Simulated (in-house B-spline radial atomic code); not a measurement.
Values are calculated unless marked as measured or tabulated.
## Building a PAW p channel for Sc, r_c = 0.95 bohr

Sc, [Ar] 3d1 4s2, non-relativistic PBE, spherical and spin-unpolarised, from an all-electron radial atomic-structure program (B-spline basis) (atomic units; all potentials screened as in the neutral atom).

Two all-electron partial waves φ1, φ2 are integrated outwards at E1 = ε(3p) = -1.235018 and E2 = E1 + 0.5 hartree; φ1 is the bound orbital and φ2 has unit norm inside r_c = 0.9502 bohr. Smooth partners are polynomials, r^2(a0 + a1 r² + a2 r⁴ + a3 r⁶), matched to φ and three derivatives at r_c, with no condition on the norm. The local potential is -22.425 + (49.954) r² + (-51.2349) r⁴ + (20.1683) r⁶ inside 0.778 bohr and the all-electron one outside.

| wave | φ(r_c) | φ'(r_c) | a0 | a1 | a2 | a3 |
| --- | --- | --- | --- | --- | --- | --- |
| 1 | 0.9944991 | 0.0783106 | 2.714911 | -2.411587 | 0.7049843 | -0.0146207 |
| 2 | 1.605963 | -0.4651659 | 4.953795 | -4.888779 | 1.626845 | -0.1186005 |

Inside r_c the overlaps are <φi φj> = [[0.34645, 0.58837], [0.58837, 1.00000]] and, for the smooth waves, [[0.35170, 0.59985], [0.59985, 1.02400]]. With χj = (Ej − T − V_local) applied to smooth wave j, the program's quadrature gives the matrix B_ij = <smooth i, χj> as [[0.89505, 1.58034], [1.57460, 2.78117]].

Problem. Check the match of the first wave, and find the augmentation charges q_ij.

Solution. At r_c the four terms are 2.45124, -1.96591, 0.51888, -0.00972, which sum to 0.9945, φ1(r_c) to rounding. q_ij is the all-electron overlap less the smooth one: [[-0.00526, -0.01148], [-0.01148, -0.02400]]. The smooth first wave has a norm of 0.3517 inside r_c against 0.3464, so q11 is negative and must stay small enough for the overlap operator to be positive.

Problem. B isn't symmetric. Show that D_ij = B_ij + Ej q_ij is.

Solution. Integrating by parts gives B12 − B21 = (E1 − E2) q12: 1.58034 − (1.57460) = 0.00574, and −0.5 × (-0.01148) = 0.00574. So D12 = 1.58034 + (-0.735018)(-0.01148) = 1.58878 and D21 = 1.57460 + (-1.235018)(-0.01148) = 1.58878; D11 = 0.90154, D22 = 2.79881. The projectors, p = (B⁻¹)ᵀ χ, are dual to the smooth waves; det B = 0.00088, small beside B11 B22, as the two smooth waves look alike inside r_c.

Solving (T + V_local + Σ p D p) ψ = E (1 + Σ p q p) ψ in a sphere of 9 bohr gives these levels:

```csv
all-electron,one projector,two projectors
-1.235020,-1.235020,-1.235020
-0.043553,-0.043928,-0.043554
0.203860,0.203102,0.203856
0.599436,0.597413,0.599417
1.143020,1.138350,1.142930
```

Problem. What does the second projector gain?

Solution. With one projector the errors are 0.00, -0.37, -0.76, -2.02, -4.67 millihartree. With two the errors are 0.00, 0.00, 0.00, -0.02, -0.09 millihartree. The scattering is exact at E1 and at E2 = -0.735, and over all levels compared the largest error is 0.09 millihartree. The lowest eigenvalue of the overlap operator is 0.9648 with one and 0.6914 with two projectors. The smooth orbital alone needs a cutoff of 28 hartree for 1 millihartree of kinetic energy, against 31.4 for a norm-conserving Troullier-Martins orbital of the same radius.
